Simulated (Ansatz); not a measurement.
Consider the redistribution: `C[O][InH][Cl]` + `[OH][GeH2][SiH](O)Cl` → `[Cl][InH][Cl]` + `CO[SiH](O)[GeH2][OH]`.

Computed with Ansatz on PBE0-D4/def2-TZVP structures; ΔE is electronic, products minus reactants. CCSD(T)/CBS adds triple-zeta CCSD(T) − MP2 to the extrapolated MP2 energy (def2 sets, frozen cores). DFT in def2-TZVPP. def2 core potentials past Kr. For Ge, In outer-core shells are correlated without core-valence functions, which leaves a few kJ/mol of doubt a bond. Scalar relativity is left out up to krypton. One conformer a species, not always the lowest.

```csv
level,ΔE (kJ/mol)
PBE-D4,-77.5
r2SCAN-D4,-86.5
ωB97M-V,-92.0
CCSD/def2-TZVPP,-95.1
```

(1) What does CCSD(T)/CBS give? (An estimate is asked.)

Largest T1 diagnostic among the species: 0.016.

## Answers

(1) Ansatz gave: -86.7 kJ/mol. The listed levels differ from it by 9.2, 0.2, -5.3, -8.4 kJ/mol.

In def2-TZVPP, CCSD(T) changes the Hartree–Fock value by +26.5 kJ/mol (the triples alone add +4.6 kJ/mol) and MP2 by +28.9 kJ/mol. From PBE to PBE0 (25 % exact exchange), in def2-TZVPP and without D4, ΔE moves by −10.9 kJ/mol.
